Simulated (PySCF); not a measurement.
Molfile (atoms numbered from 1):
```
C5H8F2OSi
     RDKit          3D

 17 17  0  0  0  0  0  0  0  0999 V2000
    3.7496   -0.1143    0.6756 F   0  0  0  0  0  0  0  0  0  0  0  0
    2.5800   -0.5333    0.1749 C   0  0  0  0  0  0  0  0  0  0  0  0
    2.2956   -1.7051    0.8354 F   0  0  0  0  0  0  0  0  0  0  0  0
    1.6559    0.4001    0.3801 O   0  0  0  0  0  0  0  0  0  0  0  0
    0.3773    0.0989   -0.2285 C   0  0  2  0  0  0  0  0  0  0  0  0
   -0.4085    1.3702   -0.3457 C   0  0  0  0  0  0  0  0  0  0  0  0
   -1.6460    1.3854    0.1199 C   0  0  0  0  0  0  0  0  0  0  0  0
   -2.2073    0.1473    0.7532 C   0  0  0  0  0  0  0  0  0  0  0  0
   -0.7220   -1.0483    0.8669 Si  0  0  0  0  0  4  0  0  0  0  0  0
    2.7308   -0.8193   -0.8883 H   0  0  0  0  0  0  0  0  0  0  0  0
    0.5823   -0.3026   -1.2327 H   0  0  0  0  0  0  0  0  0  0  0  0
    0.0682    2.2236   -0.8015 H   0  0  0  0  0  0  0  0  0  0  0  0
   -2.2761    2.2602    0.0512 H   0  0  0  0  0  0  0  0  0  0  0  0
   -2.6549    0.3921    1.7171 H   0  0  0  0  0  0  0  0  0  0  0  0
   -3.0174   -0.2454    0.1359 H   0  0  0  0  0  0  0  0  0  0  0  0
   -0.9437   -2.3398    0.2144 H   0  0  0  0  0  0  0  0  0  0  0  0
   -0.1707   -1.1577    2.2115 H   0  0  0  0  0  0  0  0  0  0  0  0
  1  2  1  0
  2  3  1  0
  2  4  1  0
  4  5  1  0
  5  6  1  0
  6  7  2  0
  7  8  1  0
  8  9  1  0
  9  5  1  0
  2 10  1  0
  5 11  1  6
  6 12  1  0
  7 13  1  0
  8 14  1  0
  8 15  1  0
  9 16  1  0
  9 17  1  0
M  END
```

Geometry: GFN2-xTB; GIAO shifts from PySCF 2.14.0 with density-fitted response routines, gas phase, non-relativistic, averaged over equivalent atoms.

At mPW1PW91/pcSseg-0 (101 basis functions, 12 s wall time on 1 thread of an AMD EPYC 7R13, shared host):
```json
{"atoms": "F1", "δ (ppm)": "-107.4"}
{"atoms": "F3", "δ (ppm)": "-118.0"}
{"atoms": "C7", "δ (ppm)": "148.3"}
{"atoms": "C6", "δ (ppm)": "144.4"}
{"atoms": "C2", "δ (ppm)": "138.1"}
{"atoms": "C5", "δ (ppm)": "81.5"}
{"atoms": "C8", "δ (ppm)": "17.0"}
{"atoms": "O4", "δ (ppm)": "112.8"}
{"atoms": "Si9", "δ (ppm)": "-43.9"}
{"atoms": "H10", "δ (ppm)": "6.91"}
{"atoms": "H12", "δ (ppm)": "6.13"}
{"atoms": "H13", "δ (ppm)": "6.07"}
{"atoms": "H17", "δ (ppm)": "4.73"}
{"atoms": "H16", "δ (ppm)": "4.69"}
{"atoms": "H11", "δ (ppm)": "4.56"}
{"atoms": "H14", "δ (ppm)": "2.02"}
{"atoms": "H15", "δ (ppm)": "1.82"}
```

Scale: 19F (σref 172.39) against CFCl3; 13C (σref 195.44), 29Si (σref 345.43), 1H (σref 33.32) vs TMS; H2O for 17O (σref 339.46) (reference shieldings calculated alike).

Question: Estimate the result of repeating the calculation with PBE0/pcSseg-1.

Answer: 
| atoms | δ at PBE0/pcSseg-1 | change |
| --- | --- | --- |
| F1 | -99.4 | +8.0 |
| F3 | -95.3 | +22.7 |
| C7 | 143.5 | -4.8 |
| C6 | 139.5 | -4.9 |
| C2 | 125.8 | -12.3 |
| C5 | 78.3 | -3.2 |
| C8 | 17.4 | +0.4 |
| O4 | 123.7 | +10.9 |
| Si9 | -27.7 | +16.2 |
| H10 | 6.39 | -0.52 |
| H12 | 6.31 | +0.18 |
| H13 | 6.37 | +0.30 |
| H17 | 4.45 | -0.28 |
| H16 | 4.49 | -0.20 |
| H11 | 4.59 | +0.03 |
| H14 | 1.90 | -0.12 |
| H15 | 1.72 | -0.10 |

Referencing at the same level of theory: CFCl3 for 19F (σref 170.95); TMS for 13C (σref 186.93) and 29Si (σref 349.16) and 1H (σref 31.72); 17O (σref 336.08) vs H2O.

The largest change is at F3 (fluorine of a CF2 group). Cost: 200 basis functions, 34 s wall time on 1 thread of an Arm Neoverse V1, shared host. The order of the carbon signals is the same at both levels.

Unscaled 19F shifts against computed CFCl3 carry errors that often reach 10 to 50 ppm. Experimental scales use liquid or dissolved standards, which lie at an offset from isolated H2O (liquid H2O: subtract about 36 ppm).
